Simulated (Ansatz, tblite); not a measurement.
Forces on Ge6N at its PBE-D4/def2-SVP geometry. Charge 0, multiplicity 2.

The xTB rows come from tblite. Another isomer (doublet) lies 0.45 eV lower at PBE0-D4/def2-TZVP; other spin states weren't run for this one.

GFN1-xTB (tblite), largest force 2.16 eV/Å:

```xyz
7
positions Å, forces eV/Å
N    -0.151   -0.359   -0.796    0.238    0.245    0.751
Ge   -0.038   -1.294    1.231    0.076    1.127   -1.695
Ge    0.985   -1.879   -1.218   -0.529    1.522    1.442
Ge   -2.021    0.044    0.058    1.939    0.205    0.221
Ge   -0.337    1.439    1.619    0.018   -1.012   -1.505
Ge   -0.184    1.714   -1.054    0.118   -1.450    1.316
Ge    1.747    0.336    0.161   -1.860   -0.638   -0.529
```

GFN2-xTB (tblite), largest force 1.27 eV/Å:

```
N -0.021 -0.201 -0.371
Ge 0.178 0.487 -0.430
Ge -0.403 0.938 0.761
Ge 0.811 0.178 0.173
Ge 0.042 -0.601 -0.840
Ge 0.018 -0.556 0.656
Ge -0.624 -0.245 0.051
```

PBE-D4/def2-TZVP (Ansatz), largest force 0.16 eV/Å:

```
N 0.022 -0.013 0.017
Ge 0.014 0.090 -0.120
Ge -0.046 0.116 0.101
Ge 0.152 0.024 0.002
Ge 0.002 -0.048 -0.068
Ge -0.005 -0.119 0.099
Ge -0.139 -0.050 -0.030
```
